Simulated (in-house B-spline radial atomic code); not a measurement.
# Re⁴⁺: [Xe] 4f14 5d3

Method: Dirac-Kohn-Sham BHandHLYP, spherical fractional occupations, Fermi nucleus of rms radius 5.3698 fm. Calculated with a radial B-spline atomic code at the basis-set limit.

Screening seen three ways: the hydrogenic charge with the same mean radius, Z_r = [3n² - l(l+1)]/(2<r>), the one with the same energy, Z_e = n√(-2ε), and Slater's rules. Values are occupation-weighted means over j. An effective charge above Z reflects the relativistic contraction of the inner shells.

| shell | electrons | ε (eV) | <r> (bohr) | Z_r | Z_e | Slater |
| --- | --- | --- | --- | --- | --- | --- |
| 1s | 2 | -71885 | 0.01804 | 83.16 | 72.69 | 74.70 |
| 2s | 2 | -12567 | 0.07556 | 79.40 | 60.78 | 70.85 |
| 2p | 6 | -11054 | 0.06787 | 73.67 | 57.01 | 70.85 |
| 3s | 2 | -2976.1 | 0.1967 | 68.63 | 44.37 | 63.75 |
| 3p | 6 | -2519.8 | 0.1968 | 63.52 | 40.83 | 63.75 |
| 3d | 10 | -1963 | 0.1793 | 58.57 | 36.03 | 53.85 |
| 4s | 2 | -674.01 | 0.4406 | 54.47 | 28.15 | 47.25 |
| 4p | 6 | -521.45 | 0.4671 | 49.24 | 24.76 | 47.25 |
| 4d | 10 | -318.79 | 0.5002 | 41.98 | 19.36 | 35.85 |
| 5s | 2 | -138.24 | 1.035 | 36.23 | 15.94 | 17.35 |
| 5p | 6 | -97.268 | 1.184 | 30.84 | 13.37 | 17.35 |
| 4f | 14 | -97.13 | 0.5748 | 31.32 | 10.69 | 24.45 |
| 5d | 3 | -44.536 | 1.63 | 21.17 | 9.05 | 6.30 |

The least bound orbital is 5d5/2 at -44.09 eV, and it is also the most diffuse (<r> = 1.646 bohr).

Spin-orbit splittings of the orbital energies (j = l + 1/2 above j = l - 1/2 when positive): 2p 1441 eV, 3p 315.4 eV, 3d 68.13 eV, 4p 74.02 eV, 4d 13.79 eV, 5p 11.72 eV, 4f 2.607 eV, 5d 1.119 eV.

For the 1s electron the small component carries 8.02 % of the norm, the zero-frequency Breit interaction raises the level by 254.5 eV, self-energy by 159.8 eV, and vacuum polarisation lowers it by 30.68 eV.

Caution: exact exchange at fractional occupations of open shells leaves self-interaction of up to several eV.
